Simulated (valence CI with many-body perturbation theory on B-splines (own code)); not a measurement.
Results of a calculation; reference values are marked as such.
## Xe²²⁺: magnetic and hyperfine properties of the levels

Method: valence CI with perturbative core correlation (CI+MBPT): four valence electrons over a frozen Dirac-Fock core [Ar] 3d10, radial functions for each j: 11 s, 11 p, 9 d, 7 f, 5 g, 2 h, 1 i, with the one-electron correlation potential Σ1, the two-electron term Σ2, the three-electron term Σ3, Breit, model QED; selected CI, second order for the rest (own B-spline code, finite nucleus).

No measured levels were compared; by estimate levels hold to about 250 cm⁻¹ or 0.2 % of their energy and the worst to 1 %, as in measured heavy ions of charge 2 to 7; those with d or f electrons hold less well.

A/g_I is the dipole constant over the nuclear g factor μ/I (μ in nuclear magnetons, uniformly magnetised nucleus), B/Q the quadrupole constant per barn. Both hold the static response of the core; the bare values leave it out. Large factors of s and p1/2 electrons are usually good to 5 to 10 %; those of open d and f shells near neutrality can be off by tens of per cent, and small factors of p3/2, d and f electrons come from cancelling terms and can be off by a factor of two or in sign, in half-filled shells by more. B is blank for J = 1/2, where it vanishes, and for nearly pure S terms. Energies count from the lowest level. Levels with J = 0 are left out.

Levels are named by their leading jj configuration (3d3/2^4 stands for four electrons in 3d with j = 3/2), which in mixed levels can hold well under half, so a name can repeat and another be missing. Letters in brackets count levels of one name in rising energy.

| Level | E (eV) | g | A/g_I (MHz) | A/g_I bare | B/Q (MHz/b) | B/Q bare |
| --- | --- | --- | --- | --- | --- | --- |
| (4s^2 4p1/2 4p3/2) J=1 | 14.09 | 1.500 | -4980 | -4940 | 14100 | 13300 |
| (4s^2 4p1/2 4p3/2) J=2 | 16.54 | 1.223 | 33900 | 32300 | 17200 | 16300 |
| (4s^2 4p3/2^2) J=2 | 32.52 | 1.274 | 15900 | 15100 | 10800 | 10200 |
| (4s 4p1/2^2 4p3/2) J=2 | 62.64 | 1.778 | 84200 | 80400 | 13200 | 12500 |
| (4s 4p1/2^2 4p3/2) J=1 | 71.66 | 0.873 | -48100 | -45800 | 24000 | 22800 |
| (4s 4p1/2 4p3/2^2) J=2 [a] | 76.99 | 1.416 | 60800 | 58000 | 25100 | 23800 |
| (4s 4p1/2 4p3/2^2) J=3 | 81.18 | 1.331 | 75200 | 71700 | -1910 | -1790 |
| (4s 4p1/2 4p3/2^2) J=1 [a] | 88.20 | 1.281 | 71100 | 67900 | -25900 | -24600 |
| (4s 4p1/2 4p3/2^2) J=2 [b] | 88.77 | 1.147 | 10900 | 10400 | -20600 | -19600 |
| (4s 4p1/2 4p3/2^2) J=1 [b] | 94.11 | 1.512 | 27300 | 26100 | 4090 | 3880 |
| (4s^2 4p1/2 4d3/2) J=2 | 99.89 | 1.041 | 54100 | 51700 | -7410 | -7040 |
| (4s 4p3/2^3) J=2 | 102.82 | 0.989 | 46800 | 44800 | -892 | -869 |
| (4s^2 4p1/2 4d5/2) J=3 | 107.45 | 1.102 | 17700 | 17000 | 11600 | 11000 |
| (4s^2 4p1/2 4d5/2) J=2 | 110.22 | 1.282 | -3560 | -3200 | 4410 | 4190 |
| (4s^2 4p1/2 4d3/2) J=1 | 110.30 | 0.982 | -20700 | -19600 | 2610 | 2500 |
| (4s 4p3/2^3) J=1 | 111.90 | 1.159 | -40300 | -38400 | -2120 | -1990 |
| (4s^2 4p3/2 4d5/2) J=4 | 119.85 | 1.249 | 7280 | 7010 | 34000 | 32300 |
| (4s^2 4p3/2 4d3/2) J=2 | 122.42 | 1.034 | 6990 | 6680 | -3730 | -3550 |
| (4s^2 4p3/2 4d3/2) J=3 | 124.61 | 1.234 | 11900 | 11400 | 4730 | 4530 |
| (4s^2 4p3/2 4d3/2) J=1 | 125.07 | 1.218 | 5820 | 5730 | -13600 | -13000 |
| (4s^2 4p3/2 4d5/2) J=2 | 127.17 | 1.303 | 13700 | 13300 | -19100 | -18100 |
| (4s^2 4p3/2 4d5/2) J=3 | 132.84 | 1.077 | 9080 | 8750 | 19900 | 19000 |
| (4s^2 4p3/2 4d5/2) J=1 | 134.95 | 0.966 | -4210 | -3740 | 4230 | 4030 |
| (4p1/2^2 4p3/2^2) J=2 | 139.66 | 1.351 | 18300 | 17600 | 345 | 333 |
| (4s 4p1/2^2 4d3/2) J=1 | 147.82 | 0.281 | -59300 | -56400 | 1780 | 1690 |
| (4s 4p1/2^2 4d3/2) J=2 | 149.65 | 1.156 | 34900 | 33500 | 7380 | 7000 |
| (4s 4p1/2^2 4d5/2) J=3 | 153.41 | 1.367 | 42400 | 40600 | 10900 | 10300 |
| (4p1/2 4p3/2^3) J=1 | 154.73 | 1.431 | 2720 | 2800 | -11000 | -10500 |
| (4p1/2 4p3/2^3) J=2 | 156.22 | 1.138 | 37200 | 35500 | -29800 | -28300 |
| (4s 4p1/2 4p3/2 4d3/2) J=2 [a] | 160.25 | 1.100 | 14700 | 14200 | -11600 | -11000 |
| (4s 4p1/2 4p3/2 4d3/2) J=1 [a] | 160.45 | 1.344 | 35500 | 34000 | -15600 | -14800 |
| (4s 4p1/2 4p3/2 4d3/2) J=3 [a] | 160.99 | 1.252 | 46200 | 44200 | -10600 | -10000 |
| (4s 4p1/2 4p3/2 4d5/2) J=4 [a] | 161.59 | 1.364 | 35000 | 33600 | 21100 | 20000 |
| (4s 4p1/2^2 4d5/2) J=2 | 161.96 | 1.022 | 7130 | 6990 | -1510 | -1390 |

**Question.** Take the isotope of mass number 129, with I = 1/2, μ = -0.77796 μN. What is the hyperfine structure of (4s 4p1/2 4p3/2^2) J=2 [a]?

**Answer.** From the table A = -94500 MHz. Shifts from the centre of gravity in MHz: F = 3/2: 142000, F = 5/2: -94500.
